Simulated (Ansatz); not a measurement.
Input for Ansatz (a program for electronic structure): R-wB97X-V/def2-TZVPP on FHSeTe (SMILES F[Te][SeH]), a point of a torsion scan. Elements past Kr take the def2 small-core potentials; no spin–orbit coupling.

Ansatz 0.2 input:
```yaml
crystal:
  periodic: [false, false, false]
  atoms:
    - {symbol: F, position_ang: [1.63500685, -0.84179986, 0.30160754]}
    - {symbol: Te, position_ang: [1.06623491, 0.96750744, -0.29462696]}
    - {symbol: Se, position_ang: [-1.34256215, 0.56151382, 0.34907797]}
    - {symbol: H, position_ang: [-1.05412517, -0.76684382, 0.81278428]}
basis:
  gaussian:
    orbitals: def2-TZVPP
hamiltonian:
  xc: {name: wB97X-V}
scf: {lower_state_search: off}
```

What total energy does the run end on?

-2769.7961 hartree.
